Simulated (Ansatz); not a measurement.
Compare A (`F[SiH2][Si](F)(Cl)Cl`) with its isomer B (`F[Si](F)(Cl)[SiH2]Cl`).

Gas-phase electronic energies from Ansatz, PBE0-D4/def2-TZVP geometries. CBS: MP2 limit from def2 TZ/QZ plus the TZ coupled-cluster correction, frozen cores. DFT in def2-TZVPP. B3LYP here is the variant with VWN-RPA as its local correlation; programs differ in this. One conformer a species, not always the lowest.

**Question.** Which isomer does CCSD(T)/CBS put lower? Give the gap. (An estimate is asked.)

**Answer.** Ansatz gave: B, by 4.4 kcal/mol.

**Question.** Give E(B) − E(A) in kcal/mol with CCSD(T)/def2-SVP, ωB97M-V, r2SCAN-D4, HF/def2-TZVPP, BLYP-D4, B3LYP, MP2/def2-TZVPP. (An estimate is asked.)

**Answer.** Computed: CCSD(T)/def2-SVP -4.1, ωB97M-V -4.3, r2SCAN-D4 -4.4, HF/def2-TZVPP -4.7, BLYP-D4 -3.6, B3LYP -4.0, MP2/def2-TZVPP -4.2. None reverses the order clearly.

**Question.** Does the order hold for the free energy at 298.15 K (harmonic terms from PBE0-D4)? (An estimate is asked.)

**Answer.** Computed: Yes: G(B) − G(A) = -4.3 kcal/mol, for one conformer each. Modes under 60 cm⁻¹, often nearly free rotors, make the harmonic entropy too high.

Largest T1 diagnostic: 0.011.

Leaving LDA and LC-ωPBE aside and taking each functional with its dispersion term where it has one, the values, not all of them listed here, spread over 1.0 kcal/mol, from r2SCAN0-D4 to BLYP-D4.
